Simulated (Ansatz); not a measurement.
Start from `[CH3][Al]([SiH3])[SH]` and change one atom or group to get `[CH3][Al]([OH])[SiH3]`.

Ansatz, PBE0-D4/def2-TZVP geometries, multiplicity 1. Each molecule was computed in one conformer, which needn't be the lowest.

| property | `[CH3][Al]([SiH3])[SH]` |
| --- | --- |
| HOMO–LUMO gap (B3LYP/def2-TZVPP) / eV | 5.80 |
| size of the dipole moment (ωB97M-V/def2-TZVPP) / D | 1.89 |
| size of the dipole moment (PBE/def2-TZVPP) / D | 1.85 |
| HOMO–LUMO gap (PBE/def2-TZVPP) / eV | 4.33 |
| HOMO–LUMO gap (PBE0/def2-TZVPP) / eV | 6.16 |
| HOMO energy (PBE/def2-TZVPP) / eV | -6.46 |

Problem. Give the same properties after the change, and the shifts. (An estimate is asked.)

Solution. Ansatz gave: 
| property | `[CH3][Al]([OH])[SiH3]` | shift |
| --- | --- | --- |
| HOMO–LUMO gap (B3LYP/def2-TZVPP) / eV | 5.87 | 0.07 |
| size of the dipole moment (ωB97M-V/def2-TZVPP) / D | 0.13 | -1.76 |
| size of the dipole moment (PBE/def2-TZVPP) / D | 0.12 | -1.73 |
| HOMO–LUMO gap (PBE/def2-TZVPP) / eV | 4.36 | 0.03 |
| HOMO–LUMO gap (PBE0/def2-TZVPP) / eV | 6.24 | 0.08 |
| HOMO energy (PBE/def2-TZVPP) / eV | -6.18 | 0.28 |

With PBE0 the HOMO rises by 0.25 eV and the LUMO rises by 0.34 eV, so the gap widens by about 0.09 eV. PBE moves the HOMO by 0.28 eV and ωB97M-V by 0.23 eV. Dipoles are sizes alone; their direction can turn.

Positive LUMOs are unbound, so they and the gaps depend on the basis.

B3LYP here is the variant with VWN-RPA as its local correlation; programs differ in this.
